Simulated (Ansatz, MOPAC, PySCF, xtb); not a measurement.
Pair of molecules: HF (SMILES F) (first 2 atoms) with CH3Br (SMILES CBr); geometry from B3LYP-D3(BJ)/def2-TZVP, rigid monomers moved along the line of their centres of mass till H2···Br4 is 2.12 Å.
(charge 0, multiplicity 1):
```xyz
7

F     -0.03944    -0.14847     0.64158
H     -0.06252    -0.64869     1.43194
C     -0.24074     1.07359     3.60431
Br    -0.16252    -0.89010     3.53853
H     -1.17919     1.33962     4.07654
H     -0.19097     1.42678     2.58076
H      0.60995     1.40715     4.18701
```

Interaction energies are E(AB) − E(A) − E(B) at the monomers' geometry in the complex; basis-set methods are counterpoise corrected. Rows marked so take none.

Cores are frozen in the correlated methods. Filled d and f shells under p-block atoms count as core. CBS(a, b) extrapolates the correlation energy as X⁻³ and adds the Hartree–Fock energy of set b. Rows in 6-31G* carry no dispersion term and start afresh at each structure (6-31G* with six Cartesian d functions); the Pople sets are all-electron and without relativity. The state reached by AM1, PM7 isn't checked; PM7 holds dispersion and hydrogen-bond terms.

The values were computed with Ansatz (a program for electronic structure); MOPAC for AM1, PM7 (differences of heats of formation); PySCF for 6-31G* rows, the dispersion terms; xtb for the GFN methods. 

```csv
level,interaction energy (kJ/mol)
GFN-FF,-7.8
AM1,13.2
PM7,22.4
HF/6-31G* (no counterpoise),-2.4
PBE/def2-TZVPPD,-17.3
PBE-D4/def2-TZVPPD,-20.3
r2SCAN/def2-TZVPPD,-19.2
MP2/aug-cc-pVTZ,-12.9
"CCSD(T)/CBS(aug-cc-pVDZ, aug-cc-pVTZ)",?
```

Problem. Complete the blanks.

Solution. 
- CCSD(T)/CBS(aug-cc-pVDZ, aug-cc-pVTZ), interaction energy (kJ/mol): -14.5
